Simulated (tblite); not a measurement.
Method: GFN2-xTB as coded in tblite; computed harmonic values from a numerical Hessian at the method's own geometry, unscaled. The method is semi-empirical: single wavenumbers can be off by several per cent or more. Modes of hydrogen on silicon can be 10 to 20 % off. One conformer each. Open shells enter through the occupations alone, without spin polarisation, and single modes of such species can be off by tens of per cent. Thermal functions are those of the rigid rotor and harmonic oscillator, without mixing of conformers.

Question: Order these by their heat capacity Cp at 200 K, highest first (cal/(mol K)).
A. `[H]/N=[C]/c1ccsc1` [radical]
B. `[SiH3]OC1(OC[SiH3])C[SiH2]C1`
C. `C=CC[C@H](CCl)[Si](Cl)(Cl)Cl`
D. `[H]/N=C\C#C[C@@H]1[SiH2][C@@H]1[SiH2]Cl`
E. `ClC(Cl)[C@@H](Cl)[C@H](Cl)[C@@H]1C[SiH2]1`

Answer: B (38.0), C (37.2), E (35.6), D (34.6), A (19.4).

```json
{"SMILES": "[SiH3]COC1(O[SiH3])C[SiH2]C1", "atoms": "23", "mass (u)": "178.03", "symmetry number": "1", "modes under 300 cm⁻¹": "9", "ZPE (kcal/mol)": "100.6", "S translation (cal/(mol K))": "39.5", "S rotation": "29.8", "S vibration": "29.6", "S spin": "0.0", "S": "98.9", "Cp": "38.0"}
{"SMILES": "C=CC[C@H](CCl)[Si](Cl)(Cl)Cl", "atoms": "18", "mass (u)": "235.91", "symmetry number": "1", "modes under 300 cm⁻¹": "12", "ZPE (kcal/mol)": "75.9", "S translation (cal/(mol K))": "40.3", "S rotation": "31.0", "S vibration": "33.9", "S spin": "0.0", "S": "105.2", "Cp": "37.2"}
{"SMILES": "ClC(Cl)[C@@H](Cl)[C@H](Cl)[C@@H]1C[SiH2]1", "atoms": "18", "mass (u)": "235.91", "symmetry number": "1", "modes under 300 cm⁻¹": "10", "ZPE (kcal/mol)": "71.7", "S translation (cal/(mol K))": "40.3", "S rotation": "31.0", "S vibration": "28.5", "S spin": "0.0", "S": "99.9", "Cp": "35.6"}
{"SMILES": "[H]/N=C\\C#C[C@@H]1[SiH2][C@@H]1[SiH2]Cl", "atoms": "17", "mass (u)": "172.99", "symmetry number": "1", "modes under 300 cm⁻¹": "9", "ZPE (kcal/mol)": "67.1", "S translation (cal/(mol K))": "39.4", "S rotation": "30.2", "S vibration": "28.1", "S spin": "0.0", "S": "97.7", "Cp": "34.6"}
{"SMILES": "[H]/N=[C]/c1ccsc1", "atoms": "11", "mass (u)": "110.01", "symmetry number": "1", "modes under 300 cm⁻¹": "3", "ZPE (kcal/mol)": "45.4", "S translation (cal/(mol K))": "38.0", "S rotation": "26.5", "S vibration": "7.6", "S spin": "1.4", "S": "73.5", "Cp": "19.4"}
```

Entropies and Cp are for 200 K and 1 bar.
